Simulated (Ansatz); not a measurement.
`[NH2][W](=[O])(=[O])[F]` + `CNC` → `C[N](C)[W](=[O])(=[O])[F]` + NH₃ at 400 K and 1 bar (ligand exchange at a W–N bond).

Computed with Ansatz on PBE0-D4/def2-TZVP structures; ΔE is electronic, products minus reactants. CCSD(T)/CBS is the MP2 limit (def2-TZVPP, def2-QZVPP) plus CCSD(T) − MP2 in def2-TZVPP, frozen cores. This one scheme is used for every species. Elements past krypton have def2 core potentials. For W outer-core shells are correlated without core-valence functions, which leaves a few kJ/mol of doubt a bond. Each species was taken in one conformer, which may not be the lowest.

```
                    species  CCSD(T)/CBS energy (Eh)  H − E (kJ/mol)  S (J/(mol·K))
  `[NH2][W](=[O])(=[O])[F]`               -373.18891           119.7          367.1
                      `CNC`               -135.00321           264.6          293.2
`C[N](C)[W](=[O])(=[O])[F]`               -451.69287           280.9          446.6
                        NH₃                -56.50880           104.2          203.1
```

H − E and S are ideal-gas, rigid-rotor, harmonic terms from PBE0-D4/def2-TZVP, for one conformer and one mirror image of each species. 1 Eh = 2625.50 kJ/mol, R = 8.31446 J/(mol·K).

Question: By hand: ΔE, ΔH, ΔS and ΔG.

Answer: ΔE = (-451.69287) + (-56.50880) − (-373.18891) − (-135.00321) = -0.00955 Eh = -25.1 kJ/mol. Δ(H − E) = 280.9 + 104.2 − 119.7 − 264.6 = 0.8, so ΔH = -24.3 kJ/mol. ΔS = 446.6 + 203.1 − 367.1 − 293.2 = -10.6 J/(mol·K). ΔG = -24.3 − 400 × (-10.6)/1000 = -20.1 kJ/mol.

Question: By hand: the equilibrium constant, and the temperature at which ΔG would vanish if ΔH and ΔS stayed fixed.

Answer: log₁₀ K = −ΔG/(RT ln 10) = 2.6. ΔG = 0 at ΔH/ΔS = 2292 K, though so small a ΔS makes that figure unsure.

The number of gas molecules stays the same, so ΔS is small and ΔH decides. A doubt of 5 kJ/mol in ΔE shifts log₁₀ K by 0.7 here. Other conformers and mirror images would add mixing entropy, several J/(mol·K) or more a flexible species. Modes under 60 cm⁻¹, often nearly free rotors, make the harmonic entropy too high. These are equilibria of isolated gas molecules and say nothing of rates. Largest T1 diagnostic: 0.022 (customary marks: 0.02 for closed shells, 0.045 for open ones).
